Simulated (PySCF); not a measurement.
**How methods differ on the excitation energy of Nb⁺**

Nb⁺ [Kr] 4d4 (5D) → Nb⁺ [Kr] 4d3 5p1 (high-spin determinant), as a difference of total energies. All numbers are calculated (PySCF 2.14, scalar relativity by spin-free X2C-1e, in ANO-RCC-VTZP). Correlated levels: valence: [Kr] frozen. The calculations carry no spin-orbit coupling.

```json
{"method": "UHF", "excitation energy (eV)": "3.935"}
{"method": "MP2 (valence)", "excitation energy (eV)": "4.234"}
{"method": "SCS-MP2 (valence)", "excitation energy (eV)": "4.035"}
{"method": "CCSD (valence)", "excitation energy (eV)": "4.197"}
{"method": "CCSD(T) (valence)", "excitation energy (eV)": "4.184"}
```

Q: How much does correlation contribute at CCSD(T) (valence)?

A: 4.184 − (3.935) = 0.249 eV, measured against UHF.

A first-order spin-orbit estimate (lowest level to lowest level, LS coupling) adds -0.098 eV.

The basis was made for the ground configuration and has no added diffuse functions, so the excitation energy can come out too high.

The determinant of the upper state mixes LS terms, which raises its energy above the lowest term, most at the Hartree-Fock and MP2 levels.
